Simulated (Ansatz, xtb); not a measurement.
# Relative energy of two isomers of C5H10OSi

Structure X: `C[C@@H]1C=CC[SiH2]O1`, a singlet. Structure Y: `C[C@@H]1CC=CO[SiH2]1`, a singlet. Both are isolated molecules in the gas phase, relaxed with r2SCAN-D4/def2-SVP, each in the lowest conformer that the search found.

Quicker runs give these differences E(Y) − E(X): GFN2-xTB −1.61 kcal/mol; HF/STO-3G −5.72 kcal/mol (at GFN2-xTB geometries); r2SCAN-D4/def2-SVP//GFN2-xTB −0.80 kcal/mol.

Question: Estimate E(Y) − E(X) at the level CCSD(T)/def2-SVP + ΔMP2/def2-TZVPP.

Answer: Too close to call at this level: CCSD(T)/def2-SVP + ΔMP2/def2-TZVPP gives E(Y) − E(X) = +0.92 kcal/mol.

Level by level:

| level | geometry | E(Y) − E(X) (kcal/mol) | departure from the last row (kcal/mol) | job, with rough time for the two |
| --- | --- | --- | --- | --- |
| GFN2-xTB | GFN2-xTB | −1.61 | −2.52 | optimisation, 0.22 s |
| HF/STO-3G | GFN2-xTB | −5.72 | −6.64 | single point, 0.66 s |
| r2SCAN-D4/def2-SVP//GFN2-xTB | GFN2-xTB | −0.80 | −1.72 | single point, 7.8 s |
| r2SCAN-D4/def2-SVP | r2SCAN-D4/def2-SVP | −0.50 | −1.41 | optimisation, 2 min |
| HF/def2-SVP | r2SCAN-D4/def2-SVP | +1.69 | +0.78 | part of the CCSD(T) run |
| MP2/def2-SVP | r2SCAN-D4/def2-SVP | −0.49 | −1.40 | part of the CCSD(T) run |
| CCSD(T)/def2-SVP | r2SCAN-D4/def2-SVP | −0.04 | −0.96 | single point |
| CCSD(T)/def2-SVP + ΔMP2/def2-TZVPP | r2SCAN-D4/def2-SVP | +0.92 |  | single point, 2.4 min |

As drawn, both hold the same kinds of bond in the same numbers.

The largest departure from CCSD(T)/def2-SVP + ΔMP2/def2-TZVPP is that of HF/STO-3G, 6.64 kcal/mol. The last row adds to CCSD(T) the change of the MP2 difference between the two basis sets, here +0.96 kcal/mol.

With thermal terms from frequencies at re-optimised GFN2-xTB minima (ideal gas, soft modes damped towards free rotors, one conformer each, 298.15 K, 1 atm): the zero-point term adds +0.46 kcal/mol; ΔH is +1.32 and ΔG +1.48 kcal/mol.

The correlated steps freeze 11 core orbitals. Programs: Ansatz 0.2.0, xtb 6.7.1; the last row on 4 threads of Arm Neoverse N1 on a shared host.
